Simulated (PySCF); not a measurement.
## Frontier levels across methods

Species: C2H7BF2O.
Z-matrix (Å and degrees, PBE0-D3(BJ)/def2-SVP geometry), rows numbered from 1:
```
C 
O   1  1.4312
B   2  1.7028  1  114.81
F   3  1.3758  2  102.30  1   -68.80
C   2  1.4062  1  114.43  3  -134.60
F   5  1.3477  2  108.96  1   -67.31
H   1  1.0967  2  108.62  3  -175.27
H   1  1.1002  2  109.68  3    62.91
H   1  1.0945  2  106.48  3   -56.21
H   3  1.2198  2  100.71  1   172.44
H   3  1.2183  2  100.69  1    50.35
H   5  1.0978  2  105.64  1   173.58
H   5  1.1030  2  110.14  1    52.52
```

Basis pcSseg-1 throughout (PySCF), one geometry. The structure is a single PBE0-D3(BJ)/def2-SVP conformer in the gas phase; no vibrational or solvent corrections.

Q: How do the orbital energies, the gap and the dipole change with the method?

A: 
```
method           kind  HOMO (eV)  LUMO (eV)  gap (eV)  μ (D)  SCF cycles
  OPBE            GGA      -6.39       0.67      7.05   3.35          14
  BLYP            GGA      -6.40       0.40      6.80   3.32          14
   PBE            GGA      -6.46       0.38      6.84   3.33          14
 B97-D            GGA      -6.53       0.55      7.08   3.31          14
   LDA            LDA      -6.54       0.08      6.62   3.31          14
  BP86            GGA      -6.58       0.38      6.96   3.33          14
   KT2            GGA      -6.59       0.27      6.86   3.25          14
   KT3            GGA      -6.62       0.27      6.90   3.28          14
 B3LYP  global hybrid      -7.82       0.92      8.74   3.29          14
    HF   Hartree–Fock     -11.87       4.12     16.00   3.23          10
```

The HOMO spans 5.49 eV, from OPBE down to HF, and the gap runs from 6.62 eV (LDA) to 16.00 eV (HF). Over the methods OPBE (0 %), BLYP (0 %), PBE (0 %), B97-D (0 %), LDA (0 %), BP86 (0 %), KT2 (0 %), KT3 (0 %), B3LYP (20 %), HF (100 %), a straight line through the gap against the share of exact exchange rises by 0.91 eV for each 10 % (correlation coefficient 0.999). The dipole ranges from 3.23 D (HF) to 3.35 D (OPBE). This basis has no diffuse functions.
